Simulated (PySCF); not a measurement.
**Field gradients at the hydrogen positions**

Species: H₁₀O₄Si₄.
Z-matrix (Å and degrees, PBE0-D3(BJ)/def2-SVP geometry), rows numbered from 1:
```
O 
Si  1  1.6639
O   2  1.6564  1  110.75
Si  3  1.6507  2  140.00  1   -36.33
O   4  1.6418  3  109.56  2   -86.75
Si  5  1.6599  4  146.92  3    65.39
O   4  1.6435  3  109.22  2    33.82
Si  7  1.6641  4  144.35  3   -69.44
H   1  0.9623  2  117.00  3   -69.07
H   2  1.4879  1  111.35  3   118.63
H   2  1.4837  1  105.10  3  -119.13
H   4  1.4710  3  109.19  2   153.62
H   6  1.4937  5  110.21  4   -52.16
H   6  1.4938  5  109.86  4    67.93
H   6  1.4891  5  108.48  4  -172.31
H   8  1.4922  7  110.76  4    -0.44
H   8  1.4903  7  109.48  4   121.62
H   8  1.4919  7  108.30  4  -119.87
```

Level: PBE0/pcSseg-1 (PySCF, non-relativistic); Q(2H) = 0.00286 b; rigid geometry, the same for H and D, with no vibrational averaging.

Task: Rank these positions by the coupling χzz of a deuteron there, largest first.
A. H13 (Si–H hydrogen)
B. H12 (Si–H hydrogen)
C. H9 (hydroxyl hydrogen)

Result: C (323 kHz), B (99 kHz), A (92 kHz).

Task: Give the electric field gradient Vzz (the principal value of largest size), its asymmetry and the 2H coupling at each hydrogen.

Result: 
```json
{"atom": "H9", "bonded to": "O1", "bond length (Å)": "0.962", "Vzz (au)": "0.4805", "η": "0.07", "χzz (kHz)": "323"}
{"atom": "H10", "bonded to": "Si2", "bond length (Å)": "1.488", "Vzz (au)": "0.1379", "η": "0.02", "χzz (kHz)": "93"}
{"atom": "H11", "bonded to": "Si2", "bond length (Å)": "1.484", "Vzz (au)": "0.1404", "η": "0.01", "χzz (kHz)": "94"}
{"atom": "H12", "bonded to": "Si4", "bond length (Å)": "1.471", "Vzz (au)": "0.1480", "η": "0.00", "χzz (kHz)": "99"}
{"atom": "H13", "bonded to": "Si6", "bond length (Å)": "1.494", "Vzz (au)": "0.1366", "η": "0.04", "χzz (kHz)": "92"}
{"atom": "H14", "bonded to": "Si6", "bond length (Å)": "1.494", "Vzz (au)": "0.1368", "η": "0.05", "χzz (kHz)": "92"}
{"atom": "H15", "bonded to": "Si6", "bond length (Å)": "1.489", "Vzz (au)": "0.1397", "η": "0.03", "χzz (kHz)": "94"}
{"atom": "H16", "bonded to": "Si8", "bond length (Å)": "1.492", "Vzz (au)": "0.1380", "η": "0.09", "χzz (kHz)": "93"}
{"atom": "H17", "bonded to": "Si8", "bond length (Å)": "1.490", "Vzz (au)": "0.1408", "η": "0.06", "χzz (kHz)": "95"}
{"atom": "H18", "bonded to": "Si8", "bond length (Å)": "1.492", "Vzz (au)": "0.1382", "η": "0.03", "χzz (kHz)": "93"}
```

Task: Average by the element that carries the hydrogen.

Result: on O: 323 kHz over 1 position, mean bond length 0.962 Å; on Si: 94 kHz over 9 positions, mean bond length 1.488 Å.

Task: How does χzz go with the bond length over the 9 Si–H bonds?

Result: A straight-line fit has a slope of -3.1 kHz for each 0.01 Å, with a correlation coefficient of -0.94, over lengths from 1.471 to 1.494 Å. The longer bonds have the smaller couplings here.

Task: A static deuteron (I = 1) shows a doublet split by (3/2)χ, (3/4)χ(1 + η) and (3/4)χ(1 − η) with the field along z, y and x of the gradient. What are these for H11?

Result: With |χ| = 94.4 kHz and η = 0.012: 142, 72 and 70 kHz, to first order and without motion.

One conformer (not necessarily the lowest) at the PBE0-D3(BJ)/def2-SVP geometry, without solvent, vibrations or thermal averaging. A larger basis could move these couplings by a tenth or more.
